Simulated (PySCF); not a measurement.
ClF₃HNW, SMILES [NH]=[W]([F])([F])([F])[Cl], multiplicity 1. Geometry: B3LYP-D3(BJ)/def2-SVP. The spin state was assumed, not searched. The structure was generated by enumeration; whether it is a known compound was not checked. The def2 effective core potentials stand for the cores of W; spin–orbit coupling is left out.

Level of theory: B3LYP-D3(BJ)/def2-SVP (PySCF 2.14.0).

Harmonic wavenumbers (cm⁻¹): 99, 183, 211, 231, 260, 286, 313, 383, 506, 549, 649, 692, 702, 1090, 3652. Rotational constants (GHz): 2.593, 1.656, 1.396; symmetry number 1.

Task: Work out the zero-point energy and the ideal-gas rigid-rotor harmonic-oscillator thermochemistry at 298.15 K and 1 atm.

Result: ZPE = ½ Σ hcν = ½ × 9806 cm⁻¹ = 14.02 kcal/mol. H − E(el) = 19.41 kcal/mol. Entropy in cal/(mol K): translation 42.91, rotation 28.37, vibration 17.46, total 88.74. G − E(el) = -7.04 kcal/mol. Cp = 27.25 cal/(mol K). Modes under 150 cm⁻¹ make the vibrational entropy uncertain.
